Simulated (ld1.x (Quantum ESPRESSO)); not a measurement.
**Hf: one change to an RRKJ potential, before and after**

- Element: hafnium (Hf)
- Generator: ld1.x (Quantum ESPRESSO) 7.5
- Type: norm-conserving RRKJ (Kleinman–Bylander form)
- Functional: LDA (PZ)
- Relativity: scalar-relativistic
- Frozen core: [Xe] 4f14
- Valence charge: 4
- Reference configuration: 5d2 6s2 6p0
- Partial waves: 6p (bound, empty): rc 3.10 bohr; 5d (bound): rc 1.90 bohr; 6s (bound): rc 2.65 bohr
- Local potential: the s channel
- Core correction: a·sin(br)/r model core inside 1.25 bohr
- rho0: 0.01

Change: all radii but the core radius scaled by about 1.42 (s 3.76, p 4.40, d 2.70 bohr).

Cutoffs: the cutoffs (Ry, on a coarse ladder) from which the occupation-weighted sum of valence levels, in a spherical-Bessel basis at the reference potential, stays within 10 and 1 mRy of its value at 400 Ry; they do not see the model core or the augmentation charge, which bear on the density cutoff. Errors are all-electron minus pseudo energies relative to the spin-unpolarised reference configuration.

Question: How do hardness, ghosts and transferability respond?

Answer: The potential gets softer (21 Ry and 40 Ry → 18 Ry and 21 Ry); of the 9 tests that both files solve, the error grows in 6 and shrinks in 3 by more than 15 % and 0.3 meV (median size 7.9 → 13.0 meV); neither file shows a bound ghost. A larger radius leaves more room for a smooth pseudo-wave, so fewer plane waves are needed.

| quantity | base | changed |
| --- | --- | --- |
| cutoff, loose | 21 Ry | 18 Ry |
| cutoff, tight | 40 Ry | 21 Ry |
| bound ghosts | none | none |
| error for 5d2 6s1 6p0, meV [ΔE 8.20 eV] | -7.9 | -5.8 |
| error for 5d2 6s0 6p0, meV [ΔE 22.70 eV] | -46 | -72 |
| error for 5d1 6s0 6p0, meV [ΔE 44.80 eV] | -290 | -432 |
| error for 5d2 6s1 6p1, meV [ΔE 3.91 eV] | -4.6 | -13 |
| error for 5d2 6s1.5 6p0, meV [ΔE 3.35 eV] | -2.2 | -1.2 |
| error for 5d3 6s0 6p0, meV [ΔE 10.23 eV] | -87 | -15 |
| error for 5d2 6s0 6p2, meV [ΔE 8.07 eV] | -18 | -65 |
| error for 5d2 6s2 6p0 (spin-polarised), meV [ΔE -0.44 eV] | -2.4 | +12 |
| error for 5d2 6s1 6p0 (spin-polarised), meV [ΔE 7.06 eV] | -0.3 | +9.9 |
